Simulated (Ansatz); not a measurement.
The cluster Ge₃H. Total charge 0; doublet. Geometry PBE0-D4/def2-SVP, basis def2-TZVP, Ansatz.

| atom | x (Å) | y (Å) | z (Å) |
| --- | --- | --- | --- |
| Ge1 | 0.041 | -1.373 | -1.260 |
| Ge2 | 0.488 | -0.626 | 1.031 |
| Ge3 | -0.498 | 0.957 | -0.726 |
| H4 | -0.031 | 1.041 | 0.956 |

```
run  HOMO (eV)  LUMO (eV)
  A      -6.51      -3.85
  B      -8.06      -2.12
  C      -5.76      -4.55
  D      -6.05      -4.27
  E      -8.53      -1.92
  F      -6.34      -3.96
```

LC-ωPBE has ω = 0.4 bohr⁻¹. The structure comes from a short search, and lower isomers may exist.

HOMO and LUMO are taken over both spins.

**Question.** The runs used LC-ωPBE, PBE0, r2SCAN, r2SCAN0, r2SCANh, ωB97M-V. Estimate which is which.

**Answer.** A r2SCAN0 (25 % exact exchange); B ωB97M-V (range-separated); C r2SCAN (0 % exact exchange); D r2SCANh (10 % exact exchange); E LC-ωPBE (range-separated); F PBE0 (25 % exact exchange). Exact exchange lowers occupied and raises empty levels; among semilocal functionals meta-GGAs tend to open the gap a little, and such runs are hard to tell apart. The gap grows from 1.20 eV (r2SCAN) to 6.61 eV (LC-ωPBE).
